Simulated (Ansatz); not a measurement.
`O[SiH2][SiH2]S` + `NBO` → `OBN[SiH2]O` + `[SiH3]S`  (cleavage of the Si–Si bond)

Program: Ansatz. Geometries: PBE0-D4/def2-TZVP. ΔE: electronic, gas phase. CCSD(T)/CBS is the MP2 limit (def2-TZVPP, def2-QZVPP) plus CCSD(T) − MP2 in def2-TZVPP, frozen cores. This one scheme is used for every species. Functionals use def2-TZVPP. B3LYP here is the variant with VWN-RPA as its local correlation; programs differ in this. HSE06 is defined as in plane-wave codes. One conformer a species, not always the lowest.

`O[SiH2][SiH2]S`:

Z-matrix (Å, degrees):
```
Si
Si 1 2.345
O 1 1.650 2 106.5
H 1 1.493 2 108.3 3 -120.4
H 1 1.484 2 114.3 3 118.6
S 2 2.160 1 104.3 3 40.1
H 2 1.486 1 112.9 3 -71.2
H 2 1.488 1 115.3 3 162.4
H 3 0.962 1 114.8 2 -30.8
H 6 1.345 2 94.9 1 62.7
```

`NBO`:

Cartesian coordinates in Å:
```
N 0.870 0.333 0.523
B -0.231 0.085 -0.301
O -1.018 -1.006 -0.038
H 1.108 -0.258 1.302
H 1.485 1.113 0.387
H -0.470 0.824 -1.218
H -1.745 -1.091 -0.655
```

`OBN[SiH2]O`:

Cartesian coordinates in Å:
```
O -0.589 -1.308 -1.818
B -0.326 -1.648 -0.527
N 0.145 -0.728 0.457
Si 0.444 0.957 0.335
O -0.709 1.777 1.172
H -0.424 -0.383 -2.024
H -0.505 -2.792 -0.224
H 0.279 -1.139 1.370
H 0.397 1.296 -1.115
H 1.779 1.314 0.882
H -0.491 2.654 1.490
```

`[SiH3]S`:

```xyz
6

Si    0.471   -0.201   -0.128
S    -1.232    0.184    1.105
H     0.095   -0.922   -1.370
H     1.356   -1.052    0.703
H     1.174    1.054   -0.497
H    -1.864    0.937    0.189
```

```csv
level,ΔE (kJ/mol),difference from CCSD(T)/CBS
LDA (SPW92),-41.5,19.1
revPBE-D4,-38.9,21.7
BLYP-D4,-49.9,10.7
r2SCAN-D4,-52.5,8.1
B97M-V,-54.5,6.1
PBE0-D4,-44.1,16.5
B3LYP-D4,-54.7,5.9
r2SCANh-D4,-53.9,6.7
r2SCAN0-D4,-56.0,4.6
HSE06-D4,-43.9,16.7
BHLYP-D4,-62.8,-2.2
CAM-B3LYP-D4,-61.2,-0.6
ωB97X-V,-56.8,3.8
ωB97M-V,-61.9,-1.3
B2PLYP,-62.2,-1.6
PBE-QIDH,-57.5,3.1
PBE,-38.0,22.6
revPBE,-37.0,23.6
BLYP,-51.8,8.8
r2SCAN,-52.8,7.8
B3LYP,-57.1,3.5
r2SCANh,-54.3,6.3
r2SCAN0,-56.5,4.1
HSE06,-45.4,15.2
BHLYP,-66.7,-6.1
CAM-B3LYP,-63.0,-2.4
LC-ωPBE,-52.2,8.4
RPA@PBE/def2-TZVPP,-64.0,-3.4
HF/def2-SVP,-71.6,-11.0
MP2/def2-SVP,-63.3,-2.7
CCSD/def2-SVP,-60.0,0.6
CCSD(T)/def2-SVP,-58.5,2.1
HF/def2-TZVPP,-78.0,-17.4
SCS-MP2/def2-TZVPP,-70.1,-9.5
CCSD/def2-TZVPP,-65.1,-4.5
MP2/def2-QZVPP,-67.0,-6.4
SCS-MP2/def2-QZVPP,-69.4,-8.8
HF/CBS(def2),-79.7,-19.1
MP2/CBS(def2),-65.6,-5.0
CCSD/CBS(def2),-62.8,-2.2
CCSD(T)/CBS,-60.6,0
```

Largest T1 diagnostic among the species: 0.012.

From r2SCAN to r2SCAN0 (25 % exact exchange), in def2-TZVPP and without D4, ΔE moves by −3.7 kJ/mol. Leaving LDA and LC-ωPBE aside and taking each functional with its dispersion term where it has one, the values, not all of them listed here, spread over 26.2 kJ/mol, from BHLYP-D4 to PBE-D4. LDA lies −3.5 kJ/mol from PBE without D4.
